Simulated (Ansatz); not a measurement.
Reaction (redistribution): `C[CH2][AlH][O][SiH3]` + `C[SiH2][GeH3]` → `C[SiH2][AlH][O][SiH3]` + `C[CH2][GeH3]`

Program: Ansatz. Geometries: PBE0-D4/def2-TZVP. ΔE: electronic, gas phase. CCSD(T)/CBS adds triple-zeta CCSD(T) − MP2 to the extrapolated MP2 energy (def2 sets, frozen cores). DFT in def2-TZVPP. B3LYP here is the variant with VWN-RPA as its local correlation; programs differ in this. For Ge outer-core shells are correlated without core-valence functions, which leaves a few kJ/mol of doubt a bond. Scalar relativity is left out up to krypton. Each species was taken in one conformer, which may not be the lowest.

`C[CH2][AlH][O][SiH3]`:

Z-matrix (Å, degrees):
```
C
C 1 1.528
H 1 1.093 2 111.7
H 1 1.094 2 112.1 3 -120.4
H 1 1.093 2 111.7 3 119.2
Al 2 1.951 1 116.2 3 -59.5
H 2 1.099 1 110.4 3 177.7
H 2 1.099 1 110.4 3 63.2
O 6 1.689 2 119.3 1 0.7
H 6 1.583 2 124.0 1 -179.2
Si 9 1.621 6 167.0 2 1.6
H 11 1.488 9 110.1 6 -115.1
H 11 1.488 9 110.1 6 124.9
H 11 1.490 9 110.9 6 5.0
```

`C[SiH2][GeH3]`:

Z-matrix (Å, degrees):
```
C
Si 1 1.875
H 1 1.092 2 110.8
H 1 1.092 2 110.6 3 120.0
H 1 1.092 2 110.8 3 -120.0
Ge 2 2.380 1 111.3 3 59.9
H 2 1.490 1 110.3 3 -179.4
H 2 1.490 1 110.3 3 -60.7
H 6 1.540 2 110.8 1 -59.8
H 6 1.540 2 110.8 1 59.6
H 6 1.539 2 111.6 1 179.9
```

`C[SiH2][AlH][O][SiH3]`:

Z-matrix (Å, degrees):
```
C
Si 1 1.882
H 1 1.092 2 110.8
H 1 1.092 2 110.8 3 119.5
H 1 1.092 2 110.9 3 -120.3
Al 2 2.453 1 113.1 3 -59.1
H 2 1.495 1 109.6 3 178.3
H 2 1.495 1 109.5 3 62.9
O 6 1.692 2 117.3 1 3.8
H 6 1.586 2 126.6 1 -176.3
Si 9 1.623 6 162.0 2 1.4
H 11 1.490 9 110.8 6 8.4
H 11 1.487 9 110.1 6 128.4
H 11 1.487 9 110.0 6 -111.5
```

`C[CH2][GeH3]`:

```xyz
11

C    -0.165   -0.081   -1.431
C     0.695   -0.189   -0.180
Ge   -0.295    0.199    1.467
H    -0.579    0.924   -1.547
H     0.412   -0.302   -2.333
H    -1.006   -0.778   -1.401
H     1.542    0.501   -0.229
H     1.117   -1.194   -0.084
H    -1.471   -0.785    1.621
H    -0.866    1.629    1.415
H     0.616    0.076    2.702
```

(1) Is it downhill or uphill in electronic energy at CCSD(T)/CBS, and by how much? (Estimate.)

(2) What do these levels give: B3LYP-D4, PBE, r2SCAN, B3LYP, MP2/def2-QZVPP, HF/CBS(def2)? (Best estimate.)

Largest T1 diagnostic among the species: 0.012.

## Answers

(1) The calculation gave: Uphill: ΔE = +0.25 eV.

(2) The calculation gave: B3LYP-D4 0.29, PBE 0.25, r2SCAN 0.30, B3LYP 0.29, MP2/def2-QZVPP 0.27, HF/CBS(def2) 0.25 eV.
